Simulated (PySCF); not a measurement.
**A single-point calculation**

[Bi(H2O)6]3+ (singlet). PySCF 2.14.0, RHF HF, Bi def2-SVP with ECP60, O def2-SVP, H def2-SVP; non-relativistic Hamiltonian with scalar-relativistic core potentials where named; density fitting; no spin-orbit coupling. Purpose: level HF.

```python
mol = gto.M(atom='''
Bi    -0.00000     0.00000    -0.00000
O      0.00000     0.00000     2.42022
H      0.77940    -0.00010     3.01242
H     -0.77940     0.00010     3.01242
O     -0.00000    -0.00000    -2.42022
H      0.77940     0.00010    -3.01242
H     -0.77940    -0.00010    -3.01242
O      2.42038    -0.00000    -0.00000
H      3.01260    -0.77924    -0.00490
H      3.01260     0.77924     0.00490
O      0.00000     2.42033    -0.00000
H     -0.00364     3.01254     0.77934
H      0.00364     3.01254    -0.77934
O     -2.42038     0.00000     0.00000
H     -3.01260     0.77924    -0.00490
H     -3.01260    -0.77924     0.00490
O     -0.00000    -2.42033     0.00000
H      0.00364    -3.01254     0.77934
H     -0.00364    -3.01254    -0.77934''',
    basis={'Bi': 'def2-SVP', 'O': 'def2-SVP', 'H': 'def2-SVP'},
    ecp={'Bi': 'def2-SVP'},
    charge=3, spin=0)
mf = scf.RHF(mol)
mf = mf.density_fit()  # fitting sets: Bi def2-universal-JKFIT, O def2-universal-JKFIT, H def2-universal-JKFIT
mf.conv_tol = 1e-08; mf.max_cycle = 55
mf.kernel(dm0)  # dm0: converged density of the relaxed state
mf.nuc_grad_method().kernel()
```

Run from Python with OMP_NUM_THREADS=4; the lines above give its settings. Where DIIS fails, smearing, a level shift and second-order steps follow.
It took 4.8 s on 4 threads of Arm Neoverse V1, with other jobs on the host, from an already converged density.

Q: Where do the frontier levels lie, over both spins?

A: HOMO -25.69 eV, LUMO -10.63 eV. 

Q: What are the Mulliken charges and spins?

A: 
| atom | charge (e) | spin (e) |
| --- | --- | --- |
| Bi1 | 2.070 | 0.000 |
| O2 | -0.447 | 0.000 |
| H3 | 0.301 | 0.000 |
| H4 | 0.301 | 0.000 |
| O5 | -0.447 | 0.000 |
| H6 | 0.301 | 0.000 |
| H7 | 0.301 | 0.000 |
| O8 | -0.447 | 0.000 |
| H9 | 0.301 | 0.000 |
| H10 | 0.301 | 0.000 |
| O11 | -0.447 | 0.000 |
| H12 | 0.301 | 0.000 |
| H13 | 0.301 | 0.000 |
| O14 | -0.447 | 0.000 |
| H15 | 0.301 | 0.000 |
| H16 | 0.301 | 0.000 |
| O17 | -0.447 | 0.000 |
| H18 | 0.301 | 0.000 |
| H19 | 0.301 | 0.000 |

Q: What forces act on the atoms (eV/Å)?

A: 
```
Bi   0.00  0.00  0.00
O    0.00  0.00  1.29
H   -0.81  0.00 -0.54
H    0.81  0.00 -0.54
O    0.00  0.00 -1.29
H   -0.81  0.00  0.54
H    0.81  0.00  0.54
O    1.28  0.00  0.00
H   -0.54  0.80  0.01
H   -0.54 -0.80 -0.01
O    0.00  1.29  0.00
H    0.00 -0.54 -0.81
H    0.00 -0.54  0.81
O   -1.28  0.00  0.00
H    0.54 -0.80  0.01
H    0.54  0.80 -0.01
O    0.00 -1.29  0.00
H    0.00  0.54 -0.81
H    0.00  0.54  0.81
```


The geometry was relaxed with r2SCAN (Bi def2-SVP with ECP60, O def2-SVP, H def2-SVP).
